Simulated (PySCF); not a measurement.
## Which functional comes closest?

Molecule: `CCc1ccccn1`, C₇H₉N.

Atom-mapped SMILES (the numbers label the heavy atoms): `[CH3:1][CH2:2][c:3]1[cH:4][cH:5][cH:6][cH:7][n:8]1`; H(Xn) means a hydrogen on atom n.

Geometry PBE0-D3(BJ)/def2-SVP throughout; GIAO in PySCF 2.14, gas phase, one conformer, non-relativistic; equivalent atoms averaged; basis pcSseg-1.

Reference values (estimated from measurements, as parent shift plus tabulated substituent increments; solution, not stated per compound (mostly CDCl3 or CCl4); Pretsch, Buehlmann, Badertscher, Structure Determination of Organic Compounds, 4th ed. (2009)): δ(C3) = 163.5 ppm, δ(C4) = 122.0 ppm, δ(C5) = 136.3 ppm, δ(C6) = 120.9 ppm, δ(C7) = 149.2 ppm, δ(H(C4)) = 7.16 ppm, δ(H(C5)) = 7.63 ppm, δ(H(C6)) = 7.10 ppm. Computed shifts are taken against TMS, calculated as an isolated molecule at each level.

Question: How do the functionals BLYP, BP86, OPBE, KT2, KT3, B3LYP, PBE0, WP04, BHandHLYP, LC-wPBE perform against the reference? Times are CPU seconds on shared hosts with different chips, so compare them loosely.

Answer: 
| functional | kind | C3 | C4 | C5 | C6 | C7 | H(C4) | H(C5) | H(C6) | mean abs. error C | mean abs. error H | core-s |
| --- | --- | --- | --- | --- | --- | --- | --- | --- | --- | --- | --- | --- |
| BLYP | GGA | 168.8 | 125.9 | 138.8 | 124.4 | 153.4 | 6.87 | 7.33 | 6.78 | 3.9 | 0.30 | 51 |
| BP86 | GGA | 167.4 | 125.3 | 138.1 | 123.6 | 152.7 | 6.97 | 7.44 | 6.89 | 3.0 | 0.20 | 51 |
| OPBE | GGA | 159.3 | 120.4 | 132.4 | 118.5 | 146.5 | 7.04 | 7.54 | 6.98 | 3.0 | 0.11 | 35 |
| KT2 | GGA | 157.6 | 117.6 | 129.7 | 116.1 | 143.8 | 6.79 | 7.27 | 6.70 | 5.4 | 0.38 | 35 |
| KT3 | GGA | 155.7 | 116.3 | 128.3 | 114.8 | 142.2 | 6.78 | 7.27 | 6.70 | 6.9 | 0.38 | 54 |
| B3LYP | global hybrid | 171.0 | 127.5 | 141.9 | 126.1 | 155.9 | 6.96 | 7.47 | 6.90 | 6.1 | 0.19 | 35 |
| PBE0 | global hybrid | 169.6 | 127.1 | 141.6 | 125.6 | 155.5 | 7.08 | 7.61 | 7.04 | 5.5 | 0.05 | 22 |
| WP04 | global hybrid | 170.6 | 127.0 | 140.9 | 125.2 | 155.3 | 6.78 | 7.27 | 6.75 | 5.4 | 0.36 | 36 |
| BHandHLYP | global hybrid | 173.3 | 128.3 | 145.3 | 127.0 | 158.5 | 7.03 | 7.63 | 7.00 | 8.1 | 0.08 | 34 |
| LC-wPBE | range-separated hybrid | 175.0 | 131.7 | 148.6 | 130.2 | 161.6 | 7.20 | 7.80 | 7.19 | 11.0 | 0.10 | 42 |

For $^{13}$C the closest is OPBE (3.0 ppm, with BP86 practically level) and the furthest LC-wPBE (11.0 ppm).

For $^{1}$H the closest is PBE0 (0.05 ppm, with BHandHLYP practically level) and the furthest KT3 (0.38 ppm). One molecule is a small sample, and vibrational and solvent effects are absent from the calculation.
